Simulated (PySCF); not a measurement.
A ladder for the ionisation energy of Dy⁺

Dy⁺ [Xe] 4f10 6s1 (high-spin determinant) → Dy²⁺ [Xe] 4f10 (high-spin determinant). Scalar values calculated with PySCF 2.14 in ANO-RCC-VTZP (spin-free X2C; valence: [Kr] 4d10 frozen; valence and next inner shell: [Ar] 3d10 frozen). The spin-orbit shift comes from two-component X2C-1e calculations (generalised Hartree-Fock, GHF, and MP2 on its spinors, GMP2) in x2c-TZVPPall-2c: GMP2 gives 11.699 eV without and 11.699 eV with screened spin-orbit coupling, a shift of 0.000 eV (GHF: 0.002 eV). Sums use unrounded values; where a UHF row is shifted, it takes the GHF shift.

```tsv
method	scalar (eV)	plus spin-orbit shift (eV)	error (eV)
UHF	10.800	10.802	-0.845
LDA	12.107	12.107	0.460
PBE	11.904	11.903	0.256
PBE0	11.672	11.671	0.024
r2SCAN	11.626	11.625	-0.022
MP2 (valence)	11.643	11.642	-0.005
SCS-MP2 (valence)	11.456	11.455	-0.192
MP2 (valence and next inner shell)	11.694	11.693	0.046
SCS-MP2 (valence and next inner shell)	11.506	11.505	-0.142
CCSD (valence)	11.469	11.469	-0.178
CCSD(T) (valence)	11.560	11.559	-0.088
```

Reference: 11.647 ± 0.02 eV (semi-empirical (NIST evaluation); NIST Atomic Spectra Database, ionization energies).

The errors of the correlated levels include the incompleteness of the basis and the frozen core, so a lower level can come closer by cancellation.

Both determinants mix LS terms of the configuration, so the numbers do not refer to single terms; with the open shell unchanged, much of this cancels in the difference.
